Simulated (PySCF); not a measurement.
# How methods differ on the ionisation energy of Er(67+)

Er(67+) 1s1 (2S) → Er(68+) (bare nucleus), as a difference of total energies. All numbers are calculated (PySCF 2.14, the spin-free X2C one-electron Hamiltonian (Gaussian nucleus), in an uncontracted even-tempered set (17 s from 180 bohr⁻², ratio 2.2; 7 p from 270 bohr⁻², ratio 2.4; 4 d from 820 bohr⁻², ratio 2.4; 3 f from 1200 bohr⁻², ratio 2.4; 3 g from 1900 bohr⁻², ratio 2.4)). The calculations carry no spin-orbit coupling.

```csv
method,ionisation energy (eV),difference from reference (eV)
UHF,67336.0,+94.5
LDA,67248.7,+7.2
PBE,67336.4,+94.9
PBE0,67336.3,+94.8
r2SCAN,67342.7,+101.2
M06-2X,67348.1,+106.6
MN15,67433.2,+191.7
```

Reference: 67241.48 ± 0.07 eV (theoretical estimate listed by NIST; NIST Atomic Spectra Database, ionization energies).

For one electron Hartree-Fock is exact for this Hamiltonian up to the basis; QED and nuclear recoil make up the gap, and the density functionals add self-interaction.
